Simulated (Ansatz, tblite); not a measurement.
Cost and result up the ladder for the cluster SbF3 (4 atoms). Total charge 0; singlet. Geometry: B3LYP-D4/def2-TZVP.

```xyz
4

Sb   -0.6796    0.3054   -0.0691
F     0.9029    1.3530   -0.1975
F    -0.1501   -0.6015    1.5168
F    -0.0732   -1.0568   -1.2501
```

Ansatz on 4 threads of Arm Neoverse V2 on a shared host; xTB runs through tblite on one thread. Times are rough, summed over both states, and most runs start from the orbitals of an earlier one. CCSD(T)/def2-TZVPP serves as the yardstick here, not as an exact answer. The other state is a doublet.

In the def2 sets Sb takes a core potential; there is no spin–orbit coupling. The xTB rows come from tblite. Correlated methods freeze 7 core orbitals; core or outer-core shells of Sb are correlated, in sets that lack core-valence functions. The structure comes from a short search, and lower isomers may exist.

Raw xTB energies of ions are shifted by several eV.

```tsv
level	functions	wall time	vertical IE (eV)	difference from CCSD(T)/def2-TZVPP (eV)
GFN1-xTB	21	0.004 s	18.80	6.39
GFN2-xTB	21	0.004 s	17.60	5.18
PBE-D4/def2-TZVP	143	2.4 s	11.89	-0.52
PBE0-D4/def2-TZVP	143	3.2 s	12.27	-0.14
r2SCAN-D4/def2-TZVP	143	4.9 s	12.10	-0.31
CCSD(T)/def2-TZVPP	143	50 s	12.41	0.00
```
